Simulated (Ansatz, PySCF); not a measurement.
Process, species as SMILES: O=BCl -> [B]=O + Cl atom (the B-Cl bond at the site shown breaks; other sites are not compared here)
Geometries: B3LYP-D3(BJ)/def2-TZVP minima from Ansatz (an electronic-structure program).

Wanted: bond dissociation energy (enthalpy at 298 K, with B3LYP-D3(BJ) rigid-rotor harmonic-oscillator terms from PySCF), in kJ/mol. Cores are frozen in the correlated levels unless marked. UHF or UKS for open shells. Spin-orbit coupling is left out. No relativistic terms. CBS(X,Y): correlation extrapolated as X^-3; Hartree-Fock from the larger set.

```tsv
level	program	bond dissociation energy (kJ/mol)
BHLYP-D4/def2-TZVPD	Ansatz + dftd4	486.7
MP2/cc-pV(D+d)Z	Ansatz	492.3
MP2/cc-pV(Q+d)Z	Ansatz	520.0
MP2/CBS(aug-cc-pV(T+d)Z,aug-cc-pV(Q+d)Z)	Ansatz	526.7
CCSD/aug-cc-pV(Q+d)Z	Ansatz	487.1
CCSD(T)/cc-pV(T+d)Z	Ansatz	489.3
CCSD(T)/CBS(aug-cc-pV(T+d)Z,aug-cc-pV(Q+d)Z)	Ansatz	502.9
```
